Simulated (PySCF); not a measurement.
Ionising PbN

TPSSh; PySCF, scalar-relativistic core potentials, basis sets Pb def2-SVP with ECP60, N def2-SVP. Neutral (UKS): doublet (π ↑), Re = 2.097 Å, ωe = 524 cm⁻¹, De = 2.13 eV, HOMO -5.06 eV, LUMO -4.01 eV.

PbN⁺ (UKS): triplet (π ↑↑), Re = 2.254 Å, ωe = 493 cm⁻¹. The energies at the minima are -247.39368 hartree for PbN and -247.11709 for PbN⁺.

**Question.** Work out the adiabatic ionisation energy, without and with harmonic zero-point energies (1 hartree = 27.2114 eV, 1 eV = 8065.5 cm⁻¹), and the change of the bond length.

**Answer.** At TPSSh: 0.27659 hartree = 7.526 eV between the minima; the zero-point term (493.0 − 524.0)/2 cm⁻¹ = -0.002 eV makes it 7.524 eV. Re changes by +15.7 pm against the neutral. The electron leaves a π orbital; in so polar a molecule the change of length follows mostly from the change of the ionic charges.

⟨S²⟩ is raised (PbN 1.00), so spin contamination touches these numbers. These are scalar-relativistic numbers at best; spin–orbit coupling would shift them, the dissociation energy most. States were picked by a PBE0 search and need not be the measured ground states.
